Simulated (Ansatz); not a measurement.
`[CH3][Ge]([SH])([Cl])[Cl]` + `[F][SnH]([SiH3])[Cl]` → `[CH3][Ge]([SiH3])([Cl])[Cl]` + `[F][SnH]([SH])[Cl]` at 700 K and 1 bar (redistribution).

Gas-phase electronic energies from Ansatz, PBE0-D4/def2-TZVP geometries. CCSD(T)/CBS is the MP2 limit (def2-TZVPP, def2-QZVPP) plus CCSD(T) − MP2 in def2-TZVPP, frozen cores. def2 core potentials past Kr. For Ge, Sn outer-core shells are correlated without core-valence functions, which leaves a few kJ/mol of doubt a bond. Scalar relativity is left out up to krypton. One conformer a species, not always the lowest.

| species | CCSD(T)/CBS energy (Eh) | H − E (kJ/mol) | S (J/(mol·K)) |
| --- | --- | --- | --- |
| `[CH3][Ge]([SH])([Cl])[Cl]` | -3434.03428 | 211.4 | 512.0 |
| `[F][SnH]([SiH3])[Cl]` | -1065.15429 | 166.4 | 487.9 |
| `[CH3][Ge]([SiH3])([Cl])[Cl]` | -3326.51325 | 263.8 | 548.5 |
| `[F][SnH]([SH])[Cl]` | -1172.67563 | 113.9 | 451.2 |

H − E and S are ideal-gas, rigid-rotor, harmonic terms from PBE0-D4/def2-TZVP, for one conformer and one mirror image of each species. 1 Eh = 2625.50 kJ/mol, R = 8.31446 J/(mol·K).

Q: By hand: ΔE, ΔH, ΔS and ΔG.

A: ΔE = (-3326.51325) + (-1172.67563) − (-3434.03428) − (-1065.15429) = -0.00031 Eh = -0.8 kJ/mol. Δ(H − E) = 263.8 + 113.9 − 211.4 − 166.4 = -0.1, so ΔH = -0.9 kJ/mol. ΔS = 548.5 + 451.2 − 512.0 − 487.9 = -0.2 J/(mol·K). ΔG = -0.9 − 700 × (-0.2)/1000 = -0.8 kJ/mol.

Q: By hand: the equilibrium constant, and the temperature at which ΔG would vanish if ΔH and ΔS stayed fixed.

A: log₁₀ K = −ΔG/(RT ln 10) = 0.1. ΔG = 0 at ΔH/ΔS = 4500 K, far beyond where these terms or the molecules hold.

The number of gas molecules stays the same, so ΔS is small and ΔH decides. The sign of ΔG lies within the doubt. A doubt of 5 kJ/mol in ΔE shifts log₁₀ K by 0.4 here. Other conformers and mirror images would add mixing entropy, several J/(mol·K) or more a flexible species. These are equilibria of isolated gas molecules and say nothing of rates. Largest T1 diagnostic: 0.013 (customary marks: 0.02 for closed shells, 0.045 for open ones).
